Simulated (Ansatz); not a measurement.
C3H10Si2, SMILES `C=C[SiH2][SiH2]C`: the same geometry under several functionals.

```yaml
crystal:
  periodic: [false, false, false]
  atoms:
    - {symbol: C, position_ang: [-0.213452, 0.511349, 2.814794]}
    - {symbol: C, position_ang: [0.193214, 0.805732, 1.582747]}
    - {symbol: Si, position_ang: [1.156258, -0.368192, 0.501929]}
    - {symbol: Si, position_ang: [-0.141076, -1.049556, -1.328123]}
    - {symbol: C, position_ang: [-0.790635, 0.428392, -2.288572]}
    - {symbol: H, position_ang: [0.021539, -0.440937, 3.282070]}
    - {symbol: H, position_ang: [-0.795068, 1.206973, 3.413566]}
    - {symbol: H, position_ang: [-0.076463, 1.779842, 1.175799]}
    - {symbol: H, position_ang: [2.385950, 0.308366, -0.005225]}
    - {symbol: H, position_ang: [1.566993, -1.542617, 1.321812]}
    - {symbol: H, position_ang: [0.676494, -1.919718, -2.222157]}
    - {symbol: H, position_ang: [-1.281806, -1.869662, -0.828343]}
    - {symbol: H, position_ang: [-1.398318, 0.103866, -3.136086]}
    - {symbol: H, position_ang: [0.032720, 1.034613, -2.672750]}
    - {symbol: H, position_ang: [-1.410249, 1.061647, -1.649661]}
basis:
  gaussian: {orbitals: def2-TZVPP}
hamiltonian: {xc: {name: wB97X-V}}
output: {orbitals: {seedname: orbitals}}
```

```sh
$ ansatz run in.yaml --threads 4 --pin off --events-out ev --progress --plain --max-ram 10444MiB
```

Output, abridged:

```
Functional definition: wB97X-V
1712 factors; their error is unknown
431 factors; integrals over basis functions are off by at most 1.1e-5 eV
mean field evaluation 1: about -19022.1389 eV, gradient 4.7e1 eV
mean field evaluation 2: about -19024.5746 eV, gradient 3.4e1 eV
mean field evaluation 4: about -19027.2665 eV, gradient 9.2e-1 eV
mean field evaluation 8: about -19027.2854 eV, gradient 4.7e-1 eV
mean field evaluation 16: about -19027.2857 eV, gradient 3.2e-5 eV
mean field -19027.28567039 eV, -699.2398512294 hartree, gradient 8.9e-6 eV, S^2 0.000000; 0 other end points of the search recorded, 0 dependent functions left out
reference -19027.28566772 eV, -699.2398511313 hartree; 28, 28 occupied and 289, 289 virtual orbitals, 1712 factors
Total energy: -19027.28566772 eV, -699.2398511313 hartree
```

Run time 6 s (4 threads of an Intel Xeon 6975P-C on a shared host); peak host memory 1.2 GiB.

With the line `hamiltonian: {xc: {name: wB97M-V}}` and forces (abridged; 8 s):

```
Functional definition: wB97M-V
mean field evaluation 16: about -19027.3034 eV, gradient 5.2e-5 eV
mean field -19027.30338632 eV, -699.2405022777 hartree, gradient 5.3e-5 eV, S^2 0.000000
Total energy: -19027.30345079 eV, -699.2405046469 hartree
Atom 0 force    -0.012105     0.005011     0.035899 eV/Å
Atom 1 force    -0.045470     0.064262     0.026519 eV/Å
Atom 2 force     0.135750    -0.100030    -0.062203 eV/Å
Atom 3 force     0.010981    -0.133849     0.016375 eV/Å
Atom 4 force    -0.014201     0.017982    -0.023645 eV/Å
Atom 5 force    -0.009318     0.068109    -0.048345 eV/Å
Atom 6 force     0.048586    -0.054097    -0.058582 eV/Å
Atom 7 force     0.007005    -0.058846     0.049208 eV/Å
Atom 8 force    -0.127988    -0.069192     0.058617 eV/Å
Atom 9 force    -0.047387     0.122393    -0.077958 eV/Å
Atom 10 force    -0.085073     0.093351     0.093901 eV/Å
Atom 11 force     0.114205     0.085896    -0.051514 eV/Å
Atom 12 force     0.044721     0.033848     0.063336 eV/Å
Atom 13 force    -0.059151    -0.037234     0.024896 eV/Å
Atom 14 force     0.039447    -0.037604    -0.046503 eV/Å
Dipole moment:    -0.135440     0.182799    -0.000057 e Å
```

With the line `hamiltonian: {xc: pbe, dispersion: d4}` and forces (abridged; 2.2 s):

```
Functional definition: PBE
mean field evaluation 16: about -19017.6464 eV, gradient 9.0e-3 eV
mean field -19017.64643047 eV, -698.8856156960 hartree, gradient 1.9e-5 eV, S^2 0.000000
Total energy: -19017.98101954 eV, -698.8979116177 hartree
Atom 0 force    -0.113967    -0.074393     0.340265 eV/Å
Atom 1 force     0.151353     0.024564    -0.360618 eV/Å
Atom 2 force    -0.034976    -0.020527    -0.069257 eV/Å
Atom 3 force     0.056866    -0.004551     0.070534 eV/Å
Atom 4 force     0.009607    -0.020069     0.014348 eV/Å
Atom 5 force     0.043756    -0.196761     0.107466 eV/Å
Atom 6 force    -0.126423     0.140562     0.135054 eV/Å
Atom 7 force    -0.047114     0.202278    -0.105646 eV/Å
Atom 8 force     0.128067     0.065474    -0.058631 eV/Å
Atom 9 force     0.045703    -0.120200     0.083962 eV/Å
Atom 10 force     0.080892    -0.093470    -0.088056 eV/Å
Atom 11 force    -0.111528    -0.086669     0.051370 eV/Å
Atom 12 force    -0.116878    -0.057113    -0.163498 eV/Å
Atom 13 force     0.150307     0.117951    -0.073220 eV/Å
Atom 14 force    -0.115667     0.122923     0.115926 eV/Å
Dipole moment:    -0.139769     0.190077    -0.018011 e Å
```
